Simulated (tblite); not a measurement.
Species: C₆H₁₁PS.
Structure used (GFN2-xTB), in Å, numbered top down from 1:
```xyz
19
C6H11PS angstrom
C      2.3682   -0.8910   -0.1903
C      1.6874    0.3947   -0.6541
C      0.2315    0.3306   -0.4282
C     -0.8294    1.0325   -0.0041
C     -1.2209    2.3644    0.4870
P     -1.3035   -0.6111   -0.6122
C     -1.5298   -1.7865    0.7841
S     -2.2362   -1.0217   -2.2656
H      1.9354   -1.7472   -0.7050
H      3.4333   -0.8579   -0.4038
H      2.2324   -1.0280    0.8804
H      1.8664    0.5320   -1.7251
H      2.0961    1.2612   -0.1257
H     -1.6576    2.2873    1.4829
H     -0.3552    3.0247    0.5234
H     -1.9737    2.7944   -0.1735
H     -1.2108   -2.7735    0.4497
H     -0.9518   -1.4675    1.6465
H     -2.5915   -1.8281    1.0260
```

Level: GFN2-xTB in tblite, geometry and Hessian alike; calculated harmonic values, unscaled, isolated species. Against measured fundamentals such values can be off by several per cent, at times by over 20. One conformer, not necessarily the lowest.

Harmonic wavenumbers (cm⁻¹): 28.5, 92.4, 95.7, 106.2, 118.9, 129.4, 150.3, 198.2, 211.8, 230.2, 307.3, 368.2, 476.8, 526.8, 628.7, 725.1, 766.6, 805.3, 820.6, 859.8, 899.9, 1009.0, 1010.4, 1065.5, 1078.7, 1090.2, 1207.7, 1227.0, 1290.4, 1302.8, 1383.1, 1403.0, 1409.3, 1425.4, 1448.5, 1452.8, 1461.9, 1495.2, 1500.1, 1757.1, 2942.0, 2954.5, 2989.9, 2991.2, 2996.8, 3010.1, 3010.9, 3026.2, 3028.2, 3035.1, 3045.3.

A = 1588, B = 1022, C = 844.6 MHz; mass 146.032 u (most abundant isotopes); point group C1, symmetry number 1.

Question: What is the zero-point energy?

Answer: Half the sum of the wavenumbers: 33298 cm⁻¹ = 398.33 kJ/mol.

Question: Give the ideal-gas entropy at 500 K and 1 bar in the rigid-rotor, harmonic-oscillator model (classical rotation).

Answer: Translation 181.76, rotation 131.30, vibration 243.73: S = 556.8 J/(mol K).

Question: And Cp and H(500 K) − H(0)?

Answer: Cp = 239.51 J/(mol K), of which vibrations give 206.26 (their classical limit is 51 R = 424.0); H(500 K) − H(0) = 74.64 kJ/mol without the zero-point energy, 58.01 from vibrations.

Question: What must be added to the electronic energy to get the Gibbs energy at 500 K and 1 bar?

Answer: ZPE + [H(500 K) − H(0)] − T·S = 398.33 + 74.64 − 278.39 = 194.58 kJ/mol.

Question: How do the functions run with temperature in this model?

Answer: 
| T (K) | S (J/(mol K)) | Cp (J/(mol K)) | H − H(0) (kJ/mol) | G − H(0) (kJ/mol) | ln q(vib) |
| --- | --- | --- | --- | --- | --- |
| 100 | 312.0 | 97.2 | 6.42 | -24.78 | 2.59 |
| 200 | 391.5 | 134.6 | 18.10 | -60.20 | 6.21 |
| 300 | 452.8 | 170.8 | 33.35 | -102.50 | 9.48 |
| 800 | 686.0 | 310.1 | 157.94 | -390.85 | 23.23 |
| 1000 | 758.8 | 341.8 | 223.29 | -535.48 | 27.98 |

q(vib) and H(0) count from the zero-point level.

Question: Which modes carry the vibrational entropy at 500 K?

Answer: 28.5 cm⁻¹: 29.11; 92.4 cm⁻¹: 19.35; 95.7 cm⁻¹: 19.06; 106.2 cm⁻¹: 18.20; 118.9 cm⁻¹: 17.27; 129.4 cm⁻¹: 16.58 J/(mol K); the other 45 give 124.15 together.

Question: Blend soft modes into free rotors: weight 1/[1 + (100 cm⁻¹/ν̃)⁴] for the oscillator and the rest for a rotor with moment μB/(μ + B), μ = h/(8π²ν), B = 10⁻⁴⁴ kg m². What vibrational entropy results?

Answer: 223.68 J/(mol K) in place of 243.73, which changes −T·S at 500 K by +10.02 kJ/mol.

Hindered rotation and anharmonicity are outside this model. Other conformers, if any are populated, would add a mixing term that is left out. The structure is chiral; the term R ln 2 for an equal mix with its mirror image is left out.
